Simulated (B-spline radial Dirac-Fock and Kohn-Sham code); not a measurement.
# Hf⁷⁺: non-radiative channels of the 3d3/2 vacancy

System: Hf⁷⁺ in the configuration [Kr] 4d10 4f13 5s2 5p4.

The run's input, task.json:

```json
{"items": [{
  "Z": 72,
  "q": 7,
  "cfg": [[1, 0, 2], [2, 0, 2], [2, 1, 6], [3, 0, 2], [3, 1, 6], [3, 2, 10], [4, 0, 2], [4, 1, 6], [4, 2, 10], [4, 3, 13], [5, 0, 2], [5, 1, 4]],
  "A": 180,
  "rrms": 5.347,
  "do": ["binding", "quiet", "decay"],
  "holes": ["K", "L1", "L2", "L3", "M1", "M2", "M3", "M4", "M5", "N1", "N2", "N3", "N4", "N5"]
}]}
```

Launch: `python xray_run.py task.json out`

The computed values come from a B-spline atomic structure program: one-electron (LDA, Dirac) transition rates at Dirac-Fock energies. Kinetic energies are configuration averages from the vacuum level; the two-hole energies are estimated from single-hole states.

| transition | kinetic energy (eV) | width (meV) | share (%) |
| --- | --- | --- | --- |
| M4-N1N4 | 801.7 | 78.4 | 5.0 |
| M4-N2N4 | 902.6 | 68.3 | 4.3 |
| M4-N3N4 | – | 142 | 9.0 |
| M4-N4N4 | 1119.6 | 125 | 7.9 |
| M4-N4N5 | 1130.0 | 251 | 15.9 |
| M4-N4N6 | 1332.9 | 109 | 6.9 |
| M4-N4N7 | 1333.7 | 136 | 8.6 |
| M4-N5N6 | 1342.7 | 117 | 7.4 |
| M4-N6N6 | 1543.5 | 92.9 | 5.9 |
| M4-N6N7 | 1545.5 | 271 | 17.2 |

A dash stands for an energy that rests on an unreliable hole state.

The listed channels hold 88 % of the non-radiative rate. Summed by principal shells, of 1.58 eV in all: MNN 96.6 %, MNO 3.4 %.
